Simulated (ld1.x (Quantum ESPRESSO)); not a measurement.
## Reading a pseudo-wave (P (Z = 15))

Columns: radius, all-electron u(r) and pseudo u(r) of the 3p shell (level -14.31 eV) of phosphorus in the configuration [Ne] 3s2 3p2; LDA (PZ), scalar-relativistic, RRKJ scheme, ld1.x (Quantum ESPRESSO) 7.5.

| r (bohr) | all-electron | pseudo |
| --- | --- | --- |
| 0.085 | 0.1184 | -0.0031 |
| 0.170 | 0.2620 | -0.0128 |
| 0.255 | 0.3289 | -0.0296 |
| 0.340 | 0.3202 | -0.0543 |
| 0.425 | 0.2585 | -0.0876 |
| 0.510 | 0.1653 | -0.1297 |
| 0.595 | 0.0567 | -0.1799 |
| 0.680 | -0.0562 | -0.2370 |
| 0.765 | -0.1662 | -0.2988 |
| 0.850 | -0.2688 | -0.3627 |
| 0.935 | -0.3614 | -0.4259 |
| 1.020 | -0.4430 | -0.4858 |
| 1.105 | -0.5130 | -0.5403 |
| 1.190 | -0.5716 | -0.5880 |
| 1.275 | -0.6195 | -0.6282 |
| 1.360 | -0.6572 | -0.6610 |
| 1.445 | -0.6857 | -0.6868 |
| 1.530 | -0.7058 | -0.7059 |
| 1.615 | -0.7184 | -0.7184 |
| 1.700 | -0.7244 | -0.7244 |
| 1.785 | -0.7247 | -0.7247 |
| 1.870 | -0.7200 | -0.7200 |
| 1.955 | -0.7112 | -0.7112 |
| 2.040 | -0.6989 | -0.6989 |
| 2.125 | -0.6837 | -0.6837 |
| 2.210 | -0.6662 | -0.6662 |

Question: How many radial nodes do the two functions have?

Answer: The all-electron 3p function has n − l − 1 = 1; the pseudo-wave has 0, since the states of the same l below it are removed with the core.

Question: At about which radius was the pseudo-wave matched?

Answer: 1.60 bohr, where the columns begin to agree (steps of 0.09 bohr).

Question: Is the pseudo-wave norm-conserving?

Answer: Yes: the RRKJ scheme keeps the norm inside the radius equal to the all-electron one, which fixes the energy derivative of the logarithmic derivative at the level.
